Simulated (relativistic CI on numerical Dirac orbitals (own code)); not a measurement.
**Hyperfine structure of Gd4+, mass number 157**

Calculated at this level of theory: Dirac-Coulomb-Breit CI, orbitals from a KLI potential per configuration, a model potential for QED, valence Slater integrals scaled by 0.85, P86 correlation energy added to each configuration (own radial code, finite nucleus).

Configuration list (outside the closed core [Kr] 4d10 5p6): 4f6 5s2, 4f5 5s2 6s, 4f5 5s2 6p, 4f5 5s2 7s, 4f7 5s. The list is cut by size and lacks configurations that can hold low levels.

Nuclear spin I = 3/2, μ = -0.3398 μN, Q = 1.35 b (tables of Stone and Pyykkö). The electronic factors are computed for point nuclear moments, without core polarisation; leaving it out makes A of s and p electrons in near-neutral atoms 20 to 40 % too small, and it can dominate for d and f shells.

```csv
Level,E (eV),A (MHz),B (MHz)
4f6 5s2 7F_1,0.0636,-39.28,530
4f6 5s2 7F_2,0.1708,-52.2,565
4f6 5s2 7F_3,0.3041,-66.52,308
4f6 5s2 7F_4,0.4517,-80.74,-192
4f6 5s2 7F_5,0.6062,-94.41,-917
4f6 5s2 7F_6,0.7619,-107.6,-1850
4f6 5s2 5D_1,2.4788,-50.7,150
4f6 5s2 5D_2,2.8513,-70.27,51.5
```

Levels with J = 0, under 50 % of one LS term, or S terms without an open s electron are left out. Small factors come from cancelling terms and can be off by tens of per cent or more.

At this charge configurations can still be misplaced by up to about 7 % of their energy. Levels and lines within the n = 5 or 6 shells can be off by up to 10 % or somewhat more, and those that change n by about 2 %, since core polarisation is missing.

Question: Give the hyperfine levels of 4f6 5s2 7F_1 relative to its centre of gravity.

Answer: With K = F(F + 1) − I(I + 1) − J(J + 1), E = AK/2 + B[¾K(K + 1) − I(I + 1)J(J + 1)]/[2I(2I − 1)J(2J − 1)]: F = 1/2: 760.6, F = 3/2: -490.6, F = 5/2: 73.57 MHz.

LS names give the leading component of a level, which can be under half, so a name can repeat, a term be missing and a line seem to break the LS rules.
